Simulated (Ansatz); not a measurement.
Molecule: sum formula HSiO2, charge 1, multiplicity 1. SMILES: O=[Si]=[OH+]
Geometry: optimised at B3LYP-D3(BJ)/def2-TZVP (Ansatz, a program for electronic structure).

PBE beside other levels, property by property. Correlated levels leave the core frozen unless marked. Open shells are spin-unrestricted. No spin-orbit coupling. No relativistic terms. Basis-set limits of correlation are two-point, X^-3; Hartree-Fock from the larger set. The bracket is a focal-point correction in the basis named. Vertical energies are electronic, to the SCF solution reached for that spin. Anions need diffuse functions, of which def2-TZVPD holds fewer than the aug- sets. The coupled-cluster column (Ansatz) is a level with limits of its own: RI-MP2/CBS(aug-cc-pV(T+d)Z,aug-cc-pV(Q+d)Z)+[CCSD(T)-MP2]/aug-cc-pV(T+d)Z.

```tsv
property	SVWN5/def2-TZVPD (Ansatz)	CCSD(T)/aug-cc-pV(D+d)Z (Ansatz)	CCSD(T)/aug-cc-pV(T+d)Z (Ansatz)	coupled cluster
vertical triplet-singlet gap (eV)	3.76	3.75	3.73	3.79
vertical ionisation energy to the doublet (eV)	19.87	19.45	19.52	19.64
vertical electron affinity to the doublet (eV)	8.30	7.87	7.97	8.02
```

Problem. What does PBE/def2-TZVPD (Ansatz) give for each property, and on which side of coupled cluster does it fall?

Solution. 
- vertical triplet-singlet gap: PBE lies 0.25 eV below coupled cluster; PBE gives 3.54 eV.
- vertical ionisation energy to the doublet: PBE lies 0.14 eV below coupled cluster; PBE gives 19.50 eV.
- vertical electron affinity to the doublet: PBE lies 0.15 eV above coupled cluster; PBE gives 8.17 eV.
